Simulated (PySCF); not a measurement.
Geometries of 3 isomers of C2H8AlN, from PBE0-D3(BJ)/def2-SVP geometry optimisation, gas phase (PySCF 2.14.0). One conformer each, no zero-point energy, no frequencies.

Question: Which isomer lies lowest at this level?
A.
```xyz
12
angstrom
C      2.142    0.322    0.237
C      1.061   -0.275    0.766
Al    -0.400   -0.991   -0.354
N     -1.740    0.592   -0.227
H      2.266    0.428   -0.850
H      2.966    0.725    0.843
H      1.056   -0.344    1.867
H     -1.327   -2.162    0.239
H     -0.116   -0.948   -1.937
H     -2.578    0.449   -0.792
H     -1.288    1.448   -0.552
H     -2.040    0.754    0.735
```
B.
```xyz
12
angstrom
C      2.219   -0.071    0.264
N      0.811   -0.086    0.580
Al    -0.584    0.092   -0.514
C     -2.393    0.052    0.232
H      2.763    0.757    0.755
H      2.733   -1.009    0.546
H      2.361    0.055   -0.822
H      0.649   -0.212    1.575
H     -0.240    0.280   -2.056
H     -3.158   -0.035   -0.556
H     -2.616    0.970    0.801
H     -2.535   -0.793    0.926
```
C.
```xyz
12
angstrom
C     -0.352    1.393   -0.001
N      0.076    0.018    0.078
C     -0.926   -0.906   -0.392
Al     1.677   -0.486    0.685
H     -1.263    1.576    0.604
H      0.433    2.072    0.367
H     -0.592    1.692   -1.040
H     -1.864   -0.832    0.194
H     -0.570   -1.945   -0.318
H     -1.196   -0.719   -1.451
H      1.993   -2.042    0.702
H      2.670    0.656    1.163
```

Answer: B. That is `C[NH][AlH][CH3]`, 13.8 kcal/mol below the next.

| SMILES | atoms numbered as above | E (Eh) | relative (kcal/mol) | relative (kJ/mol) | dipole (D) |
| --- | --- | --- | --- | --- | --- |
| C[NH][AlH][CH3] | [CH3:1][NH:2][AlH:3][CH3:4] | -377.78202 | 0.0 | 0.0 | 1.25 |
| C[N](C)[AlH2] | [CH3:1][N:2]([CH3:3])[AlH2:4] | -377.75996 | 13.8 | 57.9 | 1.12 |
| C=[CH][AlH2-][NH3+] | [CH2:1]=[CH:2][AlH2-:3][NH3+:4] | -377.74822 | 21.2 | 88.7 | 5.51 |
